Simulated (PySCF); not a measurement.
C4H7O, SMILES [CH2]C(=O)CC, multiplicity 2. Atoms are numbered in the order given.

```xyz
12

C      0.5552     1.8812     0.0000
C     -0.1089     0.5932     0.0000
O     -1.3485     0.5183     0.0000
C      0.7678    -0.6608     0.0000
C     -0.0356    -1.9545     0.0000
H      1.6528     1.9770     0.0000
H     -0.0677     2.7886     0.0000
H      1.4467    -0.6037     0.8811
H      1.4467    -0.6037    -0.8811
H      0.6292    -2.8403     0.0000
H     -0.6951    -2.0098    -0.8884
H     -0.6951    -2.0098     0.8884
```
Charge 0, spin multiplicity 2.

Geometry: PBE-D3(BJ)/def2-SVP. The isomer is the one that the SMILES or the coordinates give; other isomers of the formula were not compared. The values are those of a single conformer.

Two levels are set side by side: PBE/pcH-1 (PySCF) and B3LYP/pcH-1 (PySCF). Contact hyperfine couplings, same geometry. Differences are taken from unrounded values.

```csv
quantity,B3LYP,PBE,PBE minus B3LYP
"A(iso) of 13C, atom C1 (MHz)",77.1,65.2,-11.9
"A(iso) of 13C, atom C2 (MHz)",-41.8,-35.0,6.8
"A(iso) of 17O, atom O3 (MHz)",-19.0,-9.5,9.5
"A(iso) of 13C, atom C4 (MHz)",-1.3,-2.9,-1.6
"A(iso) of 13C, atom C5 (MHz)",-0.9,-0.8,0.1
"A(iso) of 1H, atom H6 (MHz)",-55.3,-52.8,2.6
"A(iso) of 1H, atom H7 (MHz)",-55.2,-52.8,2.4
"A(iso) of 1H, atom H8 (MHz)",1.7,7.3,5.6
"A(iso) of 1H, atom H9 (MHz)",1.7,7.3,5.6
"A(iso) of 1H, atom H10 (MHz)",0.0,-0.1,-0.1
"A(iso) of 1H, atom H11 (MHz)",2.7,3.6,0.8
"A(iso) of 1H, atom H12 (MHz)",2.7,3.6,0.8
```

Rough cost on one machine, each run with all the roots and properties that it gave: B3LYP against PBE within a factor of 2.
